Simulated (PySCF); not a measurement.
Positional isomers: benzothiophene cyano+boryl. Gas-phase values, no solvent. One relaxed conformer stands for each flexible species; it need not be the lowest. Strings in code marks are SMILES.

These are r2SCAN-D4/def2-TZVP // r2SCAN-D4/def2-SVP (PySCF) values and carry that method's errors. All candidates: neutral, multiplicity 1. Excitations are Tamm–Dancoff values on a coarser integration grid. The basis has no diffuse functions, so Rydberg states are missing or too high.

| Quantity | Value |
|---|---|
| HOMO | -6.41 eV |
| HOMO–LUMO gap | 3.00 eV |
| S1 excitation (TDA) | 3.46 eV |

Problem. Which member has these values?
(A) `Bc1cc(C#N)cc2sccc12`
(B) `Bc1cc(C#N)c2sccc2c1`
(C) `Bc1cc2c(C#N)cccc2s1`
(D) `Bc1ccc(C#N)c2ccsc12`

Solution. A, `Bc1cc(C#N)cc2sccc12`. The others give `Bc1cc2c(C#N)cccc2s1`: -6.37 eV, 2.83 eV, 3.44 eV; `Bc1ccc(C#N)c2ccsc12`: -6.33 eV, 2.70 eV, 3.10 eV; `Bc1cc(C#N)c2sccc2c1`: -6.38 eV, 3.23 eV, 3.59 eV
